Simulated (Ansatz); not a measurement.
Which is lower?

Two relaxed structures of H₂SeS₂, closed shell (PBE0-D4/def2-TZVP; forces vanish, vibrations not checked).

A:

| atom | x (Å) | y (Å) | z (Å) |
| --- | --- | --- | --- |
| S1 | -1.7444 | -0.2269 | 0.3549 |
| S2 | 0.0580 | -1.1694 | 0.1784 |
| Se3 | 1.6211 | 0.2280 | 0.8291 |
| H4 | -1.7957 | 0.3321 | -0.8700 |
| H5 | 1.8610 | 0.8362 | -0.4924 |

B:

| atom | x (Å) | y (Å) | z (Å) |
| --- | --- | --- | --- |
| S1 | -1.6991 | -0.5772 | 0.2807 |
| S2 | 0.3514 | -0.9366 | -0.2198 |
| Se3 | 1.7593 | 0.1538 | 0.8914 |
| H4 | -1.8397 | 0.3030 | -0.7241 |
| H5 | 0.2615 | -2.1490 | 0.3823 |

Ansatz 0.2.0; basis: def2-TZVPP; cores frozen in the correlated methods. Filled d shells of the heavier atoms are correlated. The def2 sets are not built for correlating such inner shells, so the correlated values are less sure here. B3LYP uses VWN-RPA correlation.

**Question.** Which structure is lower at CCSD(T), and by how much? (Judge from chemistry; the value comes from the calculation.)

**Answer.** Computed: A, by 1.019 eV (electronic energy, against the other). By their contacts, A is H₂SeS₂ ([SH][S][SeH]) and B is H₂SeS₂ ([SH][SH][Se]).

All methods give the same order:

```json
{"method": "PBE-D4", "E(B) − E(A) (eV)": "0.841"}
{"method": "r2SCAN-D4", "E(B) − E(A) (eV)": "0.873"}
{"method": "PBE0-D4", "E(B) − E(A) (eV)": "0.942"}
{"method": "B3LYP-D4", "E(B) − E(A) (eV)": "0.922"}
{"method": "wB97M-V", "E(B) − E(A) (eV)": "1.029"}
{"method": "HF", "E(B) − E(A) (eV)": "1.159"}
{"method": "MP2", "E(B) − E(A) (eV)": "0.990"}
{"method": "CCSD", "E(B) − E(A) (eV)": "1.072"}
{"method": "CCSD(T)", "E(B) − E(A) (eV)": "1.019"}
```

The T1 diagnostic stays at or below 0.019.

Labels in which every atom is bracketed show which atoms are joined, not bond orders.

For scale, one of the runs: CCSD(T)/def2-TZVPP, 160 basis functions, launched by `ansatz run in.yaml --threads 2 --pin off --events-out ev --progress --plain --max-ram 4352MiB`. Time: 34 s of wall clock on 2 CPU threads of an Arm Neoverse V2; the host was shared. Peak host memory: 1.1 GiB.
